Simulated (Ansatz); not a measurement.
Atomisation energy: 6 cases among radicals of boron compounds, in kcal/mol, species as SMILES. Conventions: no dispersion term unless named; no spin-orbit coupling; valence correlation only; UHF or UKS for open shells; atomisation electronic, to ground-state atoms; non-relativistic; six Cartesian d functions in 6-31G* and its kin unless marked 5d. Basis-set limits of correlation are two-point, X^-3; Hartree-Fock from the larger set. Ab initio and DFT rows: single points at B3LYP-D3(BJ) geometries (Ansatz, a quantum-chemistry and plane-wave program).

Coupled cluster (Ansatz) is a level with limits of its own, used here on species with T1 under 0.025 (0.045 for open shells) and stable references: (a) CCSD(T)/CBS(aug-cc-pV(T+d)Z,aug-cc-pV(Q+d)Z); (b) CCSD(T)/CBS(cc-pV(T+d)Z,cc-pV(Q+d)Z).

```csv
species,atoms,coupled cluster,difference of HF/STO-3G (Ansatz),difference of PBE/6-31G* (Ansatz),difference of B3LYP/cc-pVDZ (Ansatz),difference of MP2/STO-3G (Ansatz),difference of PBE/def2-TZVPD (Ansatz),difference of B3LYP-D3(BJ)/def2-TZVPD (Ansatz + dftd3)…
ClB(Cl)[CH2],6,517.1 (a),-24.6,17.9,-10.9,12.4,16.5,2.2
[CH2]B(O)O,8,785.8 (a),-142.5,11.5,-15.5,-66.0,16.5,0.6
C[CH]B(F)F,9,908.5 (b),-97.3,33.5,-11.9,-19.2,22.4,3.5
CB(C)O[CH2],13,1221.7 (b),-70.2,31.1,-15.9,36.3,25.0,8.4
[CH2]B(C)OC,13,1222.9 (b),-70.1,29.8,-16.7,36.1,22.9,7.6
[CH2]NB(C)C,14,1293.8 (b),-84.0,29.7,-14.6,28.1,28.3,13.4
```

```json
[
 {"level": "HF/STO-3G (Ansatz)", "cases": "6", "mean signed difference": "-81.45", "mean absolute difference": "81.45", "median absolute difference": "77.10", "largest absolute difference": "142.5"},
 {"level": "PBE/6-31G* (Ansatz)", "cases": "6", "mean signed difference": "25.58", "mean absolute difference": "25.58", "median absolute difference": "29.75", "largest absolute difference": "33.5"},
 {"level": "B3LYP/cc-pVDZ (Ansatz)", "cases": "6", "mean signed difference": "-14.25", "mean absolute difference": "14.25", "median absolute difference": "15.05", "largest absolute difference": "16.7"},
 {"level": "MP2/STO-3G (Ansatz)", "cases": "6", "mean signed difference": "4.62", "mean absolute difference": "33.02", "median absolute difference": "32.10", "largest absolute difference": "66.0"},
 {"level": "PBE/def2-TZVPD (Ansatz)", "cases": "6", "mean signed difference": "21.93", "mean absolute difference": "21.93", "median absolute difference": "22.65", "largest absolute difference": "28.3"},
 {"level": "B3LYP-D3(BJ)/def2-TZVPD (Ansatz + dftd3)", "cases": "6", "mean signed difference": "5.95", "mean absolute difference": "5.95", "median absolute difference": "5.55", "largest absolute difference": "13.4"}
]
```

HF/STO-3G lies above in 0 of 6 cases and within 2 kcal/mol in 0; mean signed difference -81.45 kcal/mol, mean absolute 81.45 kcal/mol (88.13 over the 3 cases of up to 9 atoms, 74.77 over the larger). These figures hold for the species listed.

How the rows were picked: cases drawn at random among the computed members of the class with clean coupled-cluster diagnostics. The batch they came from held 53 cases of this property in the class: 0 with a tabulated value, 44 with clean coupled cluster alone, 9 with neither, which enter no statistics. The levels are drawn from those run on every case listed, the commonest habits more often. No case is left out for the size of its miss. Left out are saddle points of the reference geometry, anions that the best level run finds unbound, excited spin states, species near biochemistry, 298 K rows of species without real B3LYP wavenumbers, cases with under five habitual levels, runs that failed or that the program found above a lower state of the same kind, table entries that another table contradicts, and a share of species set aside by lot.
